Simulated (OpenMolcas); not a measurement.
## Ni2+ in a point-charge field

Ni2+ among 6 point charges of -2.2 e arranged as an octahedron (Oh), 2.1 Å from the ion.
```
   2.1000    0.0000    0.0000  -2.20
   0.0000    2.1000    0.0000  -2.20
  -2.1000    0.0000    0.0000  -2.20
   0.0000   -2.1000    0.0000  -2.20
   0.0000    0.0000    2.1000  -2.20
   0.0000    0.0000   -2.1000  -2.20
```

```yaml
Program: OpenMolcas
Method: "SS-CASPT2, IPEA 0.25 Eh, imaginary shift 0.1 Eh (closed shells correlated: 3s 3p)"
Basis: ANO-RCC-VDZP [5s4p2d1f]
Scalar_Hamiltonian: DKH2, point nucleus
Active_space: 8 electrons in 5 orbitals (3d)
State_averaging: 2S+1 = 3 even, 10 roots; 2S+1 = 1 even, 15 roots
Spin-orbit_coupling: RASSI with atomic mean-field integrals over the reference wave functions
```

The lowest spin-free states (labels of O, the rotations of Oh), above the lowest:

```tsv
State	Degeneracy	E (cm-1)	Free-ion L (%)
3A2	1	0	F (100)
3T2	3	4450	F (100)
3T1	3	7690	F (99)
1E	2	15370	D (91)
1T2	3	18350	D (97)
3T1	3	21780	P (99)
1A1	1	25550	G (99)
1T1	3	27680	G (100)
1E	2	29410	G (91)
1T2	3	29960	G (97)
1A1	1	57450	S (99)
```

The lowest levels with spin-orbit coupling:

```
E (cm-1)  Degeneracy  Label  2S+1
       0           3     T2     3
    4150           2      E     3
    4340           3     T1     3
    4870           3     T2     3
    5000           1     A2     3
    6880           1     A1     3
    7540           3     T1     3
    8500           3     T2     3
    8590           2      E     3
   15620           2      E     1
   18330           3     T2     1
   21790           2      E     3
   21980           3     T2     3
   22340           3     T1     3
   22600           1     A1     3
   25800           1     A1     1
   27920           3     T1     1
   29660           2      E     1
   30200           3     T2     1
   57750           1     A1     1
```

Powder χT (cm3 K/mol): 1.6 at 2 K, 1.6 at 10 K, 1.62 at 50 K, 1.64 at 100 K, 1.69 at 200 K, 1.74 at 300 K. The effective moment at 300 K is 2.828 √(χT) = 3.73 μB.

The lowest level has 2S+1 = 3, for which the spin-only value is χT = S(S+1) / 2 = 1.000 cm3 K/mol (g = 2). The computed 1.736 at 300 K differs by +0.736, through orbital momentum, spin-orbit coupling and any other state in reach.

Roots that are degenerate in the reference are averaged as groups; the widest CASPT2 spread within a group is 340 cm-1 (the 3-fold group of multiplicity 3 near 4450 cm-1 above the lowest state of its run). Shifts and gaps below about the spread of the groups concerned are not significant. Free-ion shares, where given, are those of the reference states; single-state CASPT2 does not remix them. This is an electrostatic model: the charges have no orbitals. No measured value stands beside these numbers.

The CASPT2 steps took 1.8 s on 1 thread of Arm Neoverse V1, with other jobs on the host; the integral step is not counted.
